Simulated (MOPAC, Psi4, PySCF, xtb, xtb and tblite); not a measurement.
Two geometries of terpyridine, SMILES c1ccc(-c2cccc(-c3ccccn3)n2)nc1, relaxed at GFN2-xTB with one dihedral held; other torsions can differ between them too.

Structure A

```
29

C      0.5384    -5.5070     3.6211
C     -0.6437    -4.7815     3.6209
C     -0.7777    -3.7258     2.7387
C      0.2817    -3.4285     1.8799
C      0.1873    -2.3172     0.9219
C      1.2511    -2.0290     0.0641
C      1.1180    -0.9764    -0.8239
C     -0.0593    -0.2494    -0.8305
C     -1.0700    -0.6080     0.0643
C     -2.3376     0.1362     0.0948
C     -3.3444    -0.2008     1.0009
C     -4.5190     0.5279     0.9926
C     -4.6550     1.5670     0.0842
C     -3.5966     1.8238    -0.7757
N     -2.4726     1.1355    -0.7754
N     -0.9424    -1.6186     0.9168
N      1.4150    -4.1281     1.8838
C      1.5330    -5.1327     2.7289
H      0.6854    -6.3387     4.2926
H     -1.4459    -5.0374     4.2987
H     -1.6727    -3.1277     2.6936
H      2.1429    -2.6317     0.1161
H      1.9213    -0.7258    -1.5023
H     -0.2225     0.5800    -1.4987
H     -3.1827    -1.0183     1.6838
H     -5.3176     0.2922     1.6819
H     -5.5546     2.1613     0.0431
H     -3.6506     2.6232    -1.5042
H      2.4751    -5.6651     2.6875
```

Structure B

```
29

C      0.0135    -4.4284    -4.7518
C     -1.1168    -4.5416    -3.9592
C     -1.1880    -3.8189    -2.7810
C     -0.1163    -2.9958    -2.4261
C     -0.0961    -2.1851    -1.1932
C     -1.1452    -2.1659    -0.2694
C     -1.0262    -1.3675     0.8568
C      0.1192    -0.6153     1.0366
C      1.1176    -0.6959     0.0622
C      2.3623     0.0762     0.1878
C      3.3549    -0.0283    -0.7883
C      4.5115     0.7134    -0.6363
C      4.6410     1.5313     0.4769
C      3.5962     1.5643     1.3892
N      2.4885     0.8613     1.2559
N      1.0002    -1.4603    -1.0125
N      0.9657    -2.8952    -3.1956
C      1.0258    -3.5850    -4.3135
H      0.1067    -4.9750    -5.6773
H     -1.9344    -5.1847    -4.2538
H     -2.0639    -3.9007    -2.1577
H     -2.0363    -2.7548    -0.4157
H     -1.8240    -1.3358     1.5857
H      0.2644     0.0225     1.8926
H      3.1886    -0.6827    -1.6284
H      5.3018     0.6577    -1.3717
H      5.5267     2.1274     0.6344
H      3.6473     2.1862     2.2744
H      1.9329    -3.4566    -4.8910
```

**Question.** Which is lower in energy at the level PBE0-D3(BJ)/def2-SVP // GFN2-xTB (Psi4), and by how much?

**Answer.** A is lower, by 6.95 kcal/mol (dihedral N16–C5–C4–N17: 180° in A, 0° in B).

E(B) − E(A) in kcal/mol at the other levels, on the same two geometries: GFN2-xTB (xtb and tblite) 4.71; PBE0/def2-SVP // GFN2-xTB (Psi4) 6.88; PBE/def2-SVP // GFN2-xTB (Psi4) 6.68; PBE-D3(BJ)/def2-SVP // GFN2-xTB (Psi4) 6.76; PM7, restricted, heats of formation // GFN2-xTB (MOPAC) 7.26; PM6, restricted, heats of formation // GFN2-xTB (MOPAC) 6.94; GFN1-xTB // GFN2-xTB (xtb) 4.63; restricted B3LYP/6-31G*, spherical d, density fitting // GFN2-xTB (PySCF) 6.85; restricted M06-2X/6-31G*, spherical d, density fitting // GFN2-xTB (PySCF) 6.99; restricted B3LYP/LANL2DZ, density fitting // GFN2-xTB (PySCF) 8.54.
